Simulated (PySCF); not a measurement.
# Working out the ionisation energy of Re⁺

Re⁺ [Xe] 4f14 5d5 6s1 (7S) → Re²⁺ [Xe] 4f14 5d5 (6S). Computed with PySCF 2.14 in x2c-TZVPPall with one added diffuse shell each of s, p, d, f type (12s8p8d4f1g, 113 functions), with scalar relativity by spin-free X2C-1e. Frozen: [Xe] 4f14. Energies in hartree (1 hartree = 27.21139 eV):

| part | Re⁺ (lower) | Re²⁺ (upper) |
| --- | --- | --- |
| UHF | -16688.009134 | -16687.430036 |
| CCSD correlation | -0.075662 | -0.052768 |
| (T) | -0.001448 | -0.000633 |

Task: What does Hartree-Fock give?

Result: (-16687.430036) − (-16688.009134) = 0.579098 hartree = 15.758 eV.

Task: What do CCSD and CCSD(T) give?

Result: The CCSD correlation energies differ by 0.022894 hartree = 0.623 eV and the triples by 0.000815 hartree = 0.022 eV, so CCSD gives 16.381 eV and CCSD(T) 16.403 eV.

A first-order spin-orbit estimate adds 0.000 eV to CCSD(T) (valence), giving 16.403 eV against 16.6 ± 0.5 eV (semi-empirical (NIST evaluation); NIST Atomic Spectra Database, ionization energies).

What remains against the reference includes basis incompleteness, the frozen core and higher excitations.
